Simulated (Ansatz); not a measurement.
Calculated with Ansatz (gas phase, PBE0-D4/def2-TZVP geometries, no zero-point term in ΔE). CCSD(T)/CBS adds triple-zeta CCSD(T) − MP2 to the extrapolated MP2 energy (def2 sets, frozen cores). Functionals use def2-TZVPP. B3LYP here is the variant with VWN-RPA as its local correlation; programs differ in this. Each species was taken in one conformer, which may not be the lowest.

Reaction (formal exchange of groups at a B–C bond): `BC[SiH2][NH][AlH2]` + `B[SiH2]O` → `B[SiH](B)O` + `C[SiH2][NH][AlH2]`

(1) Is it downhill or uphill in electronic energy at CCSD(T)/CBS, and by how much? (Best estimate.)

(2) What do these levels give: PBE-D4, ωB97X-V, ωB97M-V, B2PLYP, r2SCAN, PBE0, B3LYP, HF/def2-TZVPP, CCSD/def2-TZVPP, HF/def2-QZVPP, SCS-MP2/def2-QZVPP, MP2/CBS(def2)? (Best estimate.)

Largest T1 diagnostic among the species: 0.014.

Results:

(1) The calculation gave: Uphill: ΔE = +0.39 eV.

(2) Ansatz gave: PBE-D4 0.31, ωB97X-V 0.38, ωB97M-V 0.43, B2PLYP 0.40, r2SCAN 0.35, PBE0 0.35, B3LYP 0.36, HF/def2-TZVPP 0.42, CCSD/def2-TZVPP 0.40, HF/def2-QZVPP 0.43, SCS-MP2/def2-QZVPP 0.45, MP2/CBS(def2) 0.47 eV.

From PBE to PBE0 (25 % exact exchange), in def2-TZVPP and without D4, ΔE moves by +0.04 eV.
